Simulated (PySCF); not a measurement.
cyclotrisilazane (H9N3Si3), singlet, geometry from GFN2-xTB.

Input for PySCF:
```python
from pyscf import gto, scf, dft

mol = gto.Mole()
mol.atom = '''
    Si    1.680548   -0.424967   -0.525960
    N     0.502902   -1.528326    0.083771
    Si   -1.175621   -1.310262    0.417014
    N    -1.460436    0.384865    0.562605
    Si   -0.548396    1.723693   -0.030265
    N     1.060958    1.171053   -0.314183
    H     1.940001   -0.689110   -1.953842
    H     2.911939   -0.563009    0.264480
    H     0.816665   -2.482004    0.137400
    H    -1.992763   -1.882461   -0.669625
    H    -1.490307   -1.949024    1.702318
    H    -2.367973    0.625472    0.922028
    H    -0.516099    2.763327    1.007603
    H    -1.139888    2.242990   -1.277816
    H     1.723030    1.902186   -0.508936
'''
mol.basis = '3-21g'
mol.charge = 0
mol.spin = 0
mol.verbose = 4
mol.build()

mf = dft.RKS(mol)
mf.xc = 'mn15'
mf.kernel()
```

What does this run give for the total energy, HOMO-LUMO gap, HOMO energy, nuclear repulsion energy, Mulliken (on the basis functions themselves) charges in atom order, dipole moment?


| Item | Value |
|---|---|
| total energy | -1031.425616 Ha |
| HOMO-LUMO gap | 9.25 eV |
| HOMO energy | -7.30 eV |
| nuclear repulsion energy | 473.5200 Eh |
| Mulliken (on the basis functions themselves) charges in atom order | Si1 1.12, N2 -1.07, Si3 1.12, N4 -1.07, Si5 1.12, N6 -1.07, H7 -0.19, H8 -0.18, H9 0.31, H10 -0.19, H11 -0.17, H12 0.31, H13 -0.17, H14 -0.19, H15 0.31 |
| dipole moment | 0.13 D |
